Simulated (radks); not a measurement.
Tl3+, configuration [Xe] 4f14 5d10. Method: scalar-relativistic Kohn-Sham, r2SCAN, spin-unpolarised, spherical densities, finite nucleus; meta-GGA in the generalised Kohn-Sham scheme; Fermi nuclear charge, rms radius 5.4759 fm; computed with a radial shooting solver on a logarithmic mesh with Libxc functionals.

Local quantities along the radius. ELF = 1/(1 + alpha^2) is the electron localisation function; alpha = (tau - tau_W)/tau_unif compares the Pauli kinetic energy density with that of the uniform gas. tau is taken from the large components.

r (bohr),ELF,alpha
0.0007234,1.000,0.02110
0.0008422,1.000,0.02170
0.0009804,1.000,0.02248
0.001141,0.999,0.02346
0.001329,0.999,0.02470
0.001535,0.999,0.02616
0.001786,0.999,0.02811
0.00208,0.999,0.03057
0.002421,0.999,0.03373
0.002819,0.999,0.03780
0.003281,0.998,0.04314
0.00382,0.997,0.05024
0.004447,0.996,0.05988
0.005177,0.995,0.07323
0.006027,0.992,0.09219
0.00696,0.986,0.1181
0.008103,0.975,0.1586
0.009433,0.954,0.2205
0.01098,0.909,0.3171
0.01278,0.821,0.4671
0.01488,0.677,0.6906
0.01733,0.507,0.9855
0.02017,0.379,1.279
0.02348,0.333,1.416
0.02734,0.372,1.299
0.03182,0.485,1.030
0.03675,0.615,0.7907
0.04279,0.713,0.6346
0.04981,0.742,0.5894
0.05799,0.694,0.6642
0.06751,0.560,0.8869
0.07859,0.403,1.217
0.09149,0.348,1.368
0.1065,0.439,1.131
0.124,0.604,0.8098
0.1444,0.707,0.6439
0.1667,0.693,0.6650
0.1941,0.530,0.9410
0.2259,0.318,1.465
0.263,0.308,1.501
0.3062,0.509,0.9831
0.3565,0.683,0.6813
0.415,0.716,0.6294
0.4831,0.630,0.7670
0.5624,0.443,1.121
0.6547,0.309,1.494
0.7622,0.370,1.305
0.8803,0.554,0.8971
1.025,0.676,0.6915
1.193,0.678,0.6887
1.389,0.597,0.8218
1.617,0.458,1.089
1.882,0.294,1.548
2.191,0.152,2.362
2.551,0.060,3.950
2.97,0.018,7.481
3.457,0.004,16.62
3.993,0.001,42.28
4.648,0.000,140.8
5.411,0.000,606.1

On this mesh the ELF has minima near r = 0.023, 0.091, 0.26, 0.65 bohr, which separate the shells, and maxima near 0.050 (0.74), 0.14 (0.71), 0.41 (0.72), 1.2 (0.68).
